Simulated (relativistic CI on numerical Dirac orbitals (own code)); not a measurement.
# Ligand-field terms of d7

Computed with a parametric ligand-field model of a d^n configuration (Racah B and C, spin-orbit zeta, crystal field), exact diagonalisation.

Field parameters in Wybourne normalisation: Oh B⁴₀ = 21Dq, B⁴₄ = √(5/14) B⁴₀. The field is a parameter set, without covalency.

B = 430 cm⁻¹, C = 2000 cm⁻¹ (C/B = 4.65), Oh, no spin-orbit coupling. Tanabe-Sugano data, E/B above the lowest term (Δ = |10Dq|; b, c mark the second and third term of a kind):

| Δ/B | 4T1 | 4T2 | 4A2 | 4T1(b) | 2E | 2T1 | 2T2 | 2T1(b) |
| --- | --- | --- | --- | --- | --- | --- | --- | --- |
| 1.0 | 0.00 | 0.81 | 1.81 | 15.62 | 18.28 | 18.53 | 18.34 | 23.16 |
| 3.0 | 0.00 | 2.49 | 5.49 | 16.97 | 17.49 | 19.12 | 18.93 | 23.55 |
| 5.0 | 0.00 | 4.22 | 9.22 | 18.44 | 15.95 | 19.29 | 19.32 | 23.88 |
| 7.0 | 0.00 | 6.00 | 13.00 | 20.00 | 14.18 | 19.31 | 19.54 | 24.16 |
| 9.0 | 0.00 | 7.82 | 16.82 | 21.63 | 12.32 | 19.26 | 19.67 | 24.39 |
| 11.0 | 0.00 | 9.66 | 20.66 | 23.32 | 10.43 | 19.20 | 19.74 | 24.58 |
| 13.0 | 0.00 | 11.53 | 24.53 | 25.06 | 8.51 | 19.13 | 19.77 | 24.74 |
| 15.0 | 0.00 | 13.42 | 28.42 | 26.83 | 6.58 | 19.06 | 19.79 | 24.87 |
| 17.0 | 0.00 | 15.32 | 32.32 | 28.64 | 4.64 | 19.00 | 19.79 | 24.98 |
| 19.0 | 0.00 | 17.23 | 36.23 | 30.46 | 2.69 | 18.94 | 19.79 | 25.07 |
| 21.0 | 0.00 | 19.16 | 40.16 | 32.31 | 0.74 | 18.89 | 19.78 | 25.15 |
| 23.0 | 1.22 | 22.31 | 45.31 | 35.40 | 0.00 | 20.07 | 21.00 | 26.44 |
| 25.0 | 3.19 | 26.22 | 51.22 | 39.24 | 0.00 | 21.99 | 22.95 | 28.47 |
| 27.0 | 5.15 | 30.13 | 57.13 | 43.10 | 0.00 | 23.91 | 24.91 | 30.48 |
| 29.0 | 7.12 | 34.05 | 63.05 | 46.97 | 0.00 | 25.85 | 26.87 | 32.50 |
| 31.0 | 9.10 | 37.98 | 68.98 | 50.86 | 0.00 | 27.78 | 28.83 | 34.51 |
| 33.0 | 11.07 | 41.91 | 74.91 | 54.75 | 0.00 | 29.73 | 30.79 | 36.52 |
| 35.0 | 13.05 | 45.85 | 80.85 | 58.65 | 0.00 | 31.67 | 32.76 | 38.52 |
| 37.0 | 15.02 | 49.79 | 86.79 | 62.56 | 0.00 | 33.62 | 34.72 | 40.53 |
| 39.0 | 17.00 | 53.74 | 92.74 | 66.48 | 0.00 | 35.58 | 36.69 | 42.53 |
| 41.0 | 18.98 | 57.69 | 98.69 | 70.40 | 0.00 | 37.54 | 38.66 | 44.54 |
| 43.0 | 20.97 | 61.65 | 104.65 | 74.33 | 0.00 | 39.50 | 40.64 | 46.54 |
| 45.0 | 22.95 | 65.61 | 110.61 | 78.27 | 0.00 | 41.46 | 42.61 | 48.54 |
| 47.0 | 24.93 | 69.57 | 116.57 | 82.20 | 0.00 | 43.42 | 44.59 | 50.54 |

The ground term changes from 4T1 to 2E between Δ/B = 21.0 and 23.0.
